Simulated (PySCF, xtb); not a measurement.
F2H5NOSi2, SMILES N[SiH2]O[SiH](F)F.

xtb with GFN2-xTB at its own geometry gives an orbital gap of 5.76 eV and a dipole moment of 3.48 D.

Geometry: r2SCAN-D4/def2-SVP. The structure was generated by enumeration, and PubChem lists no compound with its InChIKey, so it may never have been made. One conformer was computed; it need not be the lowest.

What does M06-2X/def2-TZVP in PySCF give? (An estimate is asked for; the answer gives what the named calculation found.)

gap 10.64 eV (levels -9.54 and 1.10 eV), dipole 2.27 D.
